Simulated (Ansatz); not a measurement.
# Match the barriers

Saddle point of CH$_{7}$NSn, closed shell (CH₇NSn ([CH3][NH2][SnH2]) → CH₅NSn ([CH3][N][SnH2]) + H₂; bonds formed: H2–H5; dative contacts that become bonds: Sn1–N3; bonds broken: H2–N3, N3–H5), PBE0-D4/def2-TZVP structure:

```
10
angstrom
Sn -1.2027 -1.4234 0.4240
H 1.3929 -0.2398 0.4365
N 0.3822 -0.2508 -0.0471
C 0.2459 0.8544 -0.9865
H 1.5968 0.5624 1.0764
H -0.6465 -2.4853 1.6662
H -2.4399 -0.4492 1.1569
H 1.1435 1.4741 -0.9512
H -0.6148 1.4945 -0.7735
H 0.1427 0.4631 -2.0019
```

Computed with Ansatz 0.2.0 (basis: def2-TZVPP, with def2-QZVPP for the basis limit); correlated methods freeze the cores. Filled d shells of the heavier atoms are correlated. Core potentials replace the inner electrons of the atoms past krypton. The def2 sets are not built for correlating such inner shells, so the correlated values are less sure here. Extrapolation: Hartree–Fock as exp(−7.88 √X), correlation as X^−2.97. Four methods, as single points on the PBE0-D4 structures, gave these electronic barriers from the start structure: 85.26, 98.08, 110.29, 131.40 kcal/mol.

Question: The methods were, in alphabetical order, BHLYP-D4, HF, PBE-D4, PBE0-D4. Which gave which? (Judge from chemistry; the calculation decides.)

Answer: The calculation gives: PBE-D4 85.26; PBE0-D4 98.08; BHLYP-D4 110.29; HF 131.40 kcal/mol. For comparison, CCSD(T) at an estimated basis limit (MP2 extrapolated from triple and quadruple zeta, plus CCSD(T) − MP2 in triple zeta) gives 94.87 kcal/mol.

T1 diagnostic: at most 0.025. The restricted Hartree–Fock reference is unstable towards an unrestricted one at one or more of these structures. A large double-excitation amplitude points to some diradical character; no triplet was computed.

Labels in which every atom is bracketed show which atoms are joined, not bond orders.

For scale, one of the runs: CCSD(T)/def2-TZVPP, 210 basis functions, launched by `ansatz run in.yaml --threads 4 --pin off --events-out ev --progress --plain --max-ram 9574MiB`. Time: 66 s of wall clock on 4 CPU threads of an Arm Neoverse V2; the host was shared. Peak host memory: 3.2 GiB.
